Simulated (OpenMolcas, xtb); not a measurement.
# A ladder of methods for GeSiH3ClO (SMILES [SiH3][O][Ge][Cl])

The species is GeSiH3ClO (7 atoms), meant as a singlet with charge 0. SMILES: `[SiH3][O][Ge][Cl]`. Geometry: relaxed at PBE0-D4/def2-TZVP. This is one conformer, not always the lowest.

| atom | x (Å) | y (Å) | z (Å) |
| --- | --- | --- | --- |
| Si | 0.1844 | 0.6642 | -0.6142 |
| O | 0.4345 | -0.9595 | -0.4138 |
| Ge | 0.0766 | -2.2159 | 0.7769 |
| Cl | -0.9918 | -0.9951 | 2.2776 |
| H | 0.7959 | 1.0454 | -1.9113 |
| H | -1.2689 | 0.9651 | -0.6433 |
| H | 0.8307 | 1.4278 | 0.4824 |

Quantity: the dipole moment, in D. The values are calculated.

```json
{"level": "GFN0-xTB", "kind": "semi-empirical", "program": "xtb", "value (D)": "1.90"}
{"level": "HF/cc-pVDZ", "kind": "Hartree–Fock", "program": "OpenMolcas", "value (D)": "1.66"}
{"level": "SVWN5/cc-pVDZ", "kind": "LDA", "program": "OpenMolcas", "value (D)": "1.20"}
{"level": "PBE/cc-pVDZ", "kind": "GGA", "program": "OpenMolcas", "value (D)": "1.29"}
{"level": "revPBE/cc-pVDZ", "kind": "GGA", "program": "OpenMolcas", "value (D)": "1.32"}
{"level": "M06-L/cc-pVDZ", "kind": "meta-GGA", "program": "OpenMolcas", "value (D)": "1.65"}
{"level": "PBE0/cc-pVDZ", "kind": "global hybrid", "program": "OpenMolcas", "value (D)": "1.44"}
```

All-electron rows without a relativistic Hamiltonian named are non-relativistic. The values span 1.20 to 1.90 D. Magnitudes only.
